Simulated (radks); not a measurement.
The numbers below are computed, except where a source is named.
Fractional charge and spin in the 5s shell of caesium: the spin-up occupation runs from 0 to 1 and the spin-down occupation from 0 to 1; the fullest corner is Cs3+, [Kr] 4d10 5p(up 2, down 2) 5s(up 1, down 1). Level of theory: scalar-relativistic Kohn-Sham, PBE, spin-polarised, spherical densities, point nucleus (a radial shooting solver on a logarithmic mesh with Libxc functionals). Energy (eV) above the fullest corner. The planes named below are the two flat planes that join the four corners, with an edge along up + down = one added electron.

\begin{tabular}{lrrr}
down \ up & 0 & 0.5 & 1 \\ \hline
0 & 133.557 & 95.214 & 60.041 \\
0.5 & 95.214 & 60.306 & 28.503 \\
1 & 60.041 & 28.503 & 0.000 \\
\end{tabular}

Corners above the fullest one (they belong to Cs4+ and the next ion): (up 1, down 0) 60.041 eV, (up 0, down 1) 60.041 eV, (up 0, down 0) 133.56 eV. With half an added electron in each spin the energy lies 0.264 eV from the planes, and with half an added electron in spin up alone -1.585 eV. The planes are only a guide here: the flat-plane condition holds for ground states with one frontier orbital, while this shell lies below other occupied shells, so the corners above the fullest one are inner-hole states and not the ground states of those ions.
